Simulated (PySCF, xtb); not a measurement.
Be(OH)(SiH3) (BeH4OSi), SMILES [SiH3][Be][OH]. The values are those of a single conformer.

Harmonic wavenumbers (cm⁻¹) from GFN2-xTB (xtb) at its own minimum, in rising order: 150, 150, 377, 378, 401, 576, 577, 859, 880, 882, 1353, 2148, 2156, 2178, 3859.

Question: What does PySCF with B3LYP-D3(BJ)/def2-TZVP give at its own minimum? (Estimate from the structure and the level; the computed values follow.)

Answer: 12, 193, 200, 376, 403, 505, 510, 889, 953, 954, 1344, 2189, 2193, 2194, 3990. Paired by order, the mean absolute difference is 61 cm⁻¹ and the zero-point energies are 24.2 and 24.2 kcal/mol.
